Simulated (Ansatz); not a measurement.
Start from `[SiH3][N]([SiH3])[AlH][Cl]` and change one atom or group to get `N[Si]N([SiH3])[SiH3]`.

Ansatz, PBE0-D4/def2-TZVP geometries, multiplicity 1. Each molecule was computed in one conformer, which needn't be the lowest.

| property | `[SiH3][N]([SiH3])[AlH][Cl]` |
| --- | --- |
| size of the dipole moment (PBE/def2-TZVPP) / D | 0.90 |
| size of the dipole moment (B3LYP/def2-TZVPP) / D | 0.98 |
| HOMO energy (PBE0/def2-TZVPP) / eV | -8.01 |
| LUMO energy (ωB97M-V/def2-TZVPP) / eV | 0.54 |
| LUMO energy (PBE/def2-TZVPP) / eV | -1.82 |
| HOMO energy (B3LYP/def2-TZVPP) / eV | -7.78 |

What does the change do to each property? (Best estimate.)

Ansatz gave: 
```json
{"property": "size of the dipole moment (PBE/def2-TZVPP) / D", "`N[Si]N([SiH3])[SiH3]`": "1.82", "shift": "0.92"}
{"property": "size of the dipole moment (B3LYP/def2-TZVPP) / D", "`N[Si]N([SiH3])[SiH3]`": "1.71", "shift": "0.73"}
{"property": "HOMO energy (PBE0/def2-TZVPP) / eV", "`N[Si]N([SiH3])[SiH3]`": "-6.61", "shift": "1.40"}
{"property": "LUMO energy (ωB97M-V/def2-TZVPP) / eV", "`N[Si]N([SiH3])[SiH3]`": "0.95", "shift": "0.41"}
{"property": "LUMO energy (PBE/def2-TZVPP) / eV", "`N[Si]N([SiH3])[SiH3]`": "-1.77", "shift": "0.05"}
{"property": "HOMO energy (B3LYP/def2-TZVPP) / eV", "`N[Si]N([SiH3])[SiH3]`": "-6.43", "shift": "1.35"}
```

With PBE0 the HOMO rises by 1.40 eV and the LUMO rises by 0.09 eV, so the gap narrows by about 1.31 eV. PBE moves the HOMO by 1.19 eV and ωB97M-V by 1.50 eV. The zero-point energy changes by 47.1 kJ/mol with +3 modes. Dipoles are sizes alone; their direction can turn.

B3LYP here is the variant with VWN-RPA as its local correlation; programs differ in this.
